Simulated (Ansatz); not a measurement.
System (SMILES): [BH]N (BH-NH2), doublet.
Atoms: B1, N2, H3, H4, H5. Bonds: B1-N2, B1-H3, N2-H4, N2-H5.

Basis-set convergence of the optimised N2-H4 bond length at PBE0 with Ansatz (a quantum-chemistry and plane-wave program). Cartesian d functions, on some or all atoms, in 6-31G*, 6-31+G*; all else is spherical. The program fits the integrals of some runs and decomposes those of others, by size. Open shells are unrestricted. No added dispersion term, no relativity. Reference: the value in def2-QZVPPD, 1.0097 Å. Deviations are taken from unrounded values.

```json
[
 {"basis": "6-31G*", "functions": "36", "optimised N2-H4 bond length (Å)": "1.0139"},
 {"basis": "6-31+G*", "functions": "44", "optimised N2-H4 bond length (Å)": "1.0148"},
 {"basis": "cc-pVDZ", "functions": "43", "optimised N2-H4 bond length (Å)": "1.0169"},
 {"basis": "aug-cc-pVDZ", "functions": "73", "optimised N2-H4 bond length (Å)": "1.0145"},
 {"basis": "def2-SVP", "functions": "43", "optimised N2-H4 bond length (Å)": "1.0170"},
 {"basis": "def2-SVPD", "functions": "64", "optimised N2-H4 bond length (Å)": "1.0151"},
 {"basis": "pcseg-1", "functions": "43", "optimised N2-H4 bond length (Å)": "1.0165"},
 {"basis": "aug-pcseg-1", "functions": "73", "optimised N2-H4 bond length (Å)": "1.0144"},
 {"basis": "6-311G**", "functions": "54", "optimised N2-H4 bond length (Å)": "1.0119"},
 {"basis": "6-311+G**", "functions": "62", "optimised N2-H4 bond length (Å)": "1.0122"},
 {"basis": "def2-TZVP", "functions": "80", "optimised N2-H4 bond length (Å)": "1.0109"},
 {"basis": "def2-TZVPD", "functions": "101", "optimised N2-H4 bond length (Å)": "1.0112"},
 {"basis": "cc-pVTZ", "functions": "102", "optimised N2-H4 bond length (Å)": "1.0101"},
 {"basis": "aug-cc-pVTZ", "functions": "161", "optimised N2-H4 bond length (Å)": "1.0102"},
 {"basis": "pcseg-2", "functions": "102", "optimised N2-H4 bond length (Å)": "1.0099"},
 {"basis": "aug-pcseg-2", "functions": "161", "optimised N2-H4 bond length (Å)": "1.0099"},
 {"basis": "def2-TZVPP", "functions": "104", "optimised N2-H4 bond length (Å)": "1.0100"},
 {"basis": "def2-TZVPPD", "functions": "125", "optimised N2-H4 bond length (Å)": "1.0102"},
 {"basis": "def2-QZVPP", "functions": "204", "optimised N2-H4 bond length (Å)": "1.0096"},
 {"basis": "def2-QZVPPD", "functions": "225", "optimised N2-H4 bond length (Å)": "1.0097"}
]
```

What the diffuse functions change, pair by pair:
- 6-31G* to 6-31+G*: 8 more functions, deviation 0.0042 to 0.0052 Å
- cc-pVDZ to aug-cc-pVDZ: 30 more functions, deviation 0.0072 to 0.0049 Å
- def2-SVP to def2-SVPD: 21 more functions, deviation 0.0073 to 0.0054 Å
- pcseg-1 to aug-pcseg-1: 30 more functions, deviation 0.0068 to 0.0047 Å
- 6-311G** to 6-311+G**: 8 more functions, deviation 0.0022 to 0.0025 Å
- def2-TZVP to def2-TZVPD: 21 more functions, deviation 0.0012 to 0.0015 Å
- cc-pVTZ to aug-cc-pVTZ: 59 more functions, deviation 0.0005 to 0.0006 Å
- pcseg-2 to aug-pcseg-2: 59 more functions, deviation 0.0002 to 0.0003 Å
- def2-TZVPP to def2-TZVPPD: 21 more functions, deviation 0.0004 to 0.0005 Å
- def2-QZVPP to def2-QZVPPD: 21 more functions, deviation -0.0001 to 0.0000 Å

Leaving out the reference's own pair, they bring the value nearer the reference by more than 0.0001 Å in 3 of 9 pairs.
